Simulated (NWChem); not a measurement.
# Basis-set convergence for GeSe

```xyz
2

Ge     0.0000     0.0000     1.1032
Se     0.0000     0.0000    -1.0383
```
Charge 0, spin multiplicity 1.

The numbers come from NWChem runs, not from measurements. The geometry was optimised at PBE0/def2-SVP, a minimum by its harmonic frequencies.

Quantity: LUMO energy at the level PBE0.

The Hamiltonian is non-relativistic. The structure started from a generated list of species.

The cost column gives rough processor time relative to pcseg-1; each entry includes its own SCF.

```csv
basis,functions,LUMO energy (eV),relative cost
pcseg-1,54,-2.48,1
aug-cc-pVDZ,72,-2.52,10
pcseg-2,86,-2.48,3
cc-pVTZ,86,-2.49,20
def2-TZVPP,96,-2.45,under 3
def2-TZVP,96,-2.45,under 3
def2-TZVPD,111,-2.50,under 3
aug-cc-pVTZ,118,-2.51,30
cc-pVQZ,136,-2.50,50
def2-QZVP,150,-2.50,10
```

Smallest basis within 0.1 eV of def2-QZVP, the largest set run: pcseg-1, with 54 functions against 150 and about 8 % of the time (also within reach: aug-cc-pVDZ, pcseg-2, cc-pVTZ, def2-TZVPP, def2-TZVP, def2-TZVPD, aug-cc-pVTZ, cc-pVQZ). def2-QZVP isn't the basis-set limit itself, and a small set can land close by cancellation.
